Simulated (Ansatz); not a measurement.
Cost and result for the atomization energy of `[F][AlH][CH2][GeH3]` (10 atoms, 9 bonds).

```xyz
10

F     1.421   -1.400   -2.095
Al    1.076    0.084   -1.454
C    -0.584    0.294   -0.489
Ge   -0.478   -0.200    1.405
H     2.159    1.211   -1.667
H    -0.908    1.339   -0.529
H    -1.369   -0.323   -0.936
H     0.653    0.589    2.093
H    -0.170   -1.702    1.541
H    -1.800    0.108    2.131
```

Charge 0, multiplicity 1. Correlated methods include outer-core shells of Ge, which these sets cover unevenly. Scalar relativity is left out up to krypton. Geometry: relaxed with PBE0-D4/def2-TZVP. It is one conformer, not always the lowest. Program: Ansatz. All runs use 4 threads of an Arm Neoverse V1 on a shared host. Times are those of one run each, without the atoms' runs, and a repeat can differ threefold. Electronic energies, without spin–orbit coupling; frozen cores. CCSD(T)/CBS adds CCSD(T) − MP2 in def2-TZVPP to the MP2 limit, and its time is that of the two runs behind it. T1 = 0.012. With those shells the extrapolation isn't a true limit. HSE06 is the plane-wave form, built on full-range PBE exchange.

CCSD(T)/CBS is a level of theory with its own doubt, some kJ/mol a heavy atom from the limit and from the frozen cores, so smaller differences don't rank the functionals.

| level | functions | wall time |
| --- | --- | --- |
| revPBE-D4/def2-TZVPP | 236 | 2.2 s |
| PBE0-D4/def2-TZVPP | 236 | 3.3 s |
| HSE06-D4/def2-TZVPP | 236 | 3.6 s |
| BHLYP-D4/def2-TZVPP | 236 | 3.6 s |
| CAM-B3LYP-D4/def2-TZVPP | 236 | 3.8 s |
| r2SCAN-D4/def2-TZVPP (with forces) | 236 | 6 s |
| PBE-QIDH/def2-TZVPP | 236 | 6 s |
| CCSD(T)/def2-SVP | 108 | 6.5 s |
| ωB97X-V/def2-TZVPP | 236 | 8.5 s |
| B97M-V/def2-TZVPP | 236 | 10 s |
| MP2/def2-QZVPP | 453 | 24 s |
| CCSD(T)/def2-TZVPP | 236 | 2.6 min |
| CCSD(T)/CBS(def2) | – | 3 min |

(1) What atomization energy does each give, and how far from CCSD(T)/CBS? (An estimate is asked.)

Results:

(1) Ansatz gave: 
```
                             level  atomization (kJ/mol)  difference from CCSD(T)/CBS  per bond
              revPBE-D4/def2-TZVPP                3156.8                        -97.5     -10.8
                PBE0-D4/def2-TZVPP                3196.1                        -58.2      -6.5
               HSE06-D4/def2-TZVPP                3196.5                        -57.8      -6.4
               BHLYP-D4/def2-TZVPP                3159.1                        -95.2     -10.6
           CAM-B3LYP-D4/def2-TZVPP                3241.1                        -13.2      -1.5
r2SCAN-D4/def2-TZVPP (with forces)                3241.9                        -12.4      -1.4
               PBE-QIDH/def2-TZVPP                3207.3                        -47.0      -5.2
                  CCSD(T)/def2-SVP                3068.1                       -186.2     -20.7
                ωB97X-V/def2-TZVPP                3248.7                         -5.6      -0.6
                 B97M-V/def2-TZVPP                3270.9                         16.6       1.8
                    MP2/def2-QZVPP                3249.0                         -5.3      -0.6
                CCSD(T)/def2-TZVPP                3185.0                        -69.3      -7.7
                 CCSD(T)/CBS(def2)                3254.3                          0.0       0.0
```

From r2SCAN to r2SCAN0 (25 % exact exchange), in def2-TZVPP and without D4, the atomization energy moves by −38.9 kJ/mol: exact exchange takes away binding that semilocal exchange gives to molecules. The D4 term adds +29.2 kJ/mol with B3LYP and +15.4 kJ/mol with PBE0; it sums over pairs of atoms, weighted by their polarisabilities, and B3LYP, whose exchange is more repulsive, gets the larger term. At CCSD(T), def2-SVP lies −186.3 kJ/mol from the extrapolated value and def2-TZVPP −69.4 kJ/mol: correlation converges slowly with the basis, and small sets miss more of it in the bonded molecule than in its fragments.

B3LYP here is the variant with VWN-RPA as its local correlation; programs differ in this.

For some Ge, Se and Sn compounds the MP2-based and the directly extrapolated limit differ by 10 to 25 kJ/mol.
